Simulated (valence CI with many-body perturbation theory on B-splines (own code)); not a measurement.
# Energy levels of Ce LIII

Level of theory: configuration interaction combined with many-body perturbation theory (CI+MBPT): four valence electrons over a frozen Dirac-Fock core [He], radial functions for each j: 11 s, 11 p, 9 d, 7 f, 5 g, 2 h, 1 i, with the one-electron correlation potential Σ1, the two-electron term Σ2, the three-electron term Σ3, Breit, model QED; selected CI, second order for the rest (own B-spline code, finite nucleus).

No measured spectrum was set against this ion. As an estimate, large intervals hold to a few tenths of a per cent, small ones and those within an open d or f shell to about a per cent. Among the levels kept, up to 260 cm⁻¹ of a level comes from second order outside the variational space, and about a tenth of that is noise between levels of different J, which matters for small intervals.

Levels 91 to 116 of 116, with energies above the lowest level, (2s^2 2p1/2^2) J=0. "Leading %" is the weight of the configuration and term that name the level; weights of strongly mixed levels are sums over their largest components and can fall short. In the jj column 3d3/2^4 stands for four electrons in 3d with j = 3/2. Lifetimes count E1, E2, E3, M1 and M2 decay at the calculated energies, and are blank where another channel may lead or the interval is too uncertain; long ones can be off by a factor of two.

| No. | Configuration | Term | J | E (Ry) | Leading % | Lifetime | Leading jj |
| --- | --- | --- | --- | --- | --- | --- | --- |
| 91 | 2s 2p2 3d | 3F | 3 | 503.86 | 29 | 2.03 fs | 2s 2p1/2 2p3/2 3d3/2 (84 %) |
| 92 | 2s 2p2 3p | 3P° | 0 | 503.98 | 81 | 209 fs | 2s 2p1/2 2p3/2 3p3/2 (100 %) |
| 93 | 2s 2p2 3d | 3D | 2 | 504.22 | 32 | 1.34 fs | 2s 2p1/2 2p3/2 3d3/2 (93 %) |
| 94 | 2s 2p2 3p | 3D° | 2 | 504.46 | 18 | 10.5 fs | 2s 2p1/2 2p3/2 3p3/2 (67 %) |
| 95 | 2s 2p2 3d | 5P | 1 | 504.47 | 30 | 1.14 fs | 2s 2p1/2 2p3/2 3d3/2 (88 %) |
| 96 | 2s 2p2 3p | 3P° | 1 | 504.55 | 50 | 71.3 fs | 2s 2p1/2 2p3/2 3p3/2 (98 %) |
| 97 | 2s 2p2 3d | 3F | 2 | 504.65 | 31 | 2.49 fs | 2s 2p1/2 2p3/2 3d5/2 (95 %) |
| 98 | 2s 2p2 3p | 3S° | 1 | 504.93 | 16 | 9.94 fs | 2s 2p1/2 2p3/2 3p3/2 (57 %) |
| 99 | 2s 2p2 3d | 3F | 3 | 505.31 | 47 | 1.26 fs | 2s 2p1/2 2p3/2 3d5/2 (81 %) |
| 100 | 2s 2p2 3d | 3D | 1 | 505.64 | 31 | 2.41 fs | 2s 2p1/2 2p3/2 3d5/2 (86 %) |
| 101 | 2s 2p2 3d | 3G | 5 | 505.77 | 58 | 37.0 ps | 2s 2p1/2 2p3/2 3d5/2 (99 %) |
| 102 | 2s 2p2 3d | 3F | 2 | 506.61 | 52 | 7.77 fs | 2s 2p1/2 2p3/2 3d3/2 (54 %) |
| 103 | 2s 2p2 3d | 1F | 3 | 507.13 | 38 | 3.75 fs | 2s 2p1/2 2p3/2 3d5/2 (67 %) |
| 104 | 2p3 3p | 3D | 2 | 507.28 | 17 | 2.20 fs | 2p1/2^2 2p3/2 3p1/2 (73 %) |
| 105 | 2s 2p2 3d | 3G | 3 | 507.47 | 40 | 3.42 fs | 2s 2p1/2 2p3/2 3d3/2 (70 %) |
| 106 | 2p3 3p | 3P | 1 | 507.49 | 14 | 3.00 fs | 2p1/2^2 2p3/2 3p1/2 (62 %) |
| 107 | 2s 2p2 3d | 3F | 4 | 507.64 | 55 | 1.43 fs | 2s 2p1/2 2p3/2 3d5/2 (91 %) |
| 108 | 2s 2p2 3d | 3D | 1 | 507.89 | 60 | 5.30 fs | 2s 2p1/2 2p3/2 3d3/2 (87 %) |
| 109 | 2s 2p2 3d | 3D | 1 | 508.10 | 50 | 2.74 fs | 2s 2p1/2 2p3/2 3d5/2 (57 %) |
| 110 | 2s 2p2 3d | 1D | 2 | 508.34 | 35 | 2.31 fs | 2s 2p1/2 2p3/2 3d5/2 (54 %) |
| 111 | 2s 2p2 3d | 3P | 0 | 508.56 | 86 | 1.38 fs | 2s 2p1/2 2p3/2 3d5/2 (82 %) |
| 112 | 2s 2p2 3d | 1D | 2 | 509.24 | 30 | 2.34 fs | 2s 2p1/2 2p3/2 3d3/2 (79 %) |
| 113 | 2s 2p2 3d | 1P | 1 | 509.41 | 52 | 1.55 fs | 2s 2p1/2 2p3/2 3d3/2 (71 %) |
| 114 | 2s 2p2 3d | 3P | 0 | 509.57 | 50 | 1.57 fs | 2s 2p1/2 2p3/2 3d3/2 (84 %) |
| 115 | 2s 2p2 3d | 3D | 3 | 510.31 | 41 | 6.51 fs | 2s 2p1/2 2p3/2 3d5/2 (97 %) |
| 116 | 2s 2p2 3d | 3F | 4 | 510.62 | 43 | 5.67 fs | 2s 2p1/2 2p3/2 3d5/2 (100 %) |
